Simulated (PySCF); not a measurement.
## Relaxation of doublet SnF3

All numbers come from UPBE0/[Sn def2-SVP with ECP28, F def2-SVP], scalar-relativistic core potentials, density fitting, no spin–orbit coupling, PySCF. A (50,194) grid was used.

A hand-made trigonal pyramidal start, of C3v symmetry, held to at least that symmetry:

```xyz
4
charge 0 multiplicity 2, angstrom
Sn    0.0000    0.0000   -0.3086
F     1.8012    0.0000    0.6491
F    -0.9006    1.5599    0.6491
F    -0.9006   -1.5599    0.6491
```

Task: What does it relax to?

Result: It ends at C3v with Sn–F 1.935 Å (×3); F–Sn–F 106.0° (×3) (after a last refinement on a finer grid). A frequency run shows a minimum.

Task: How much energy is released, and in how many steps?

Result: 40.1 kJ/mol in 4 steps.

With an element this heavy the missing spin–orbit coupling can shift these numbers.

The relaxation took of the order of 70 core-seconds on a shared host.
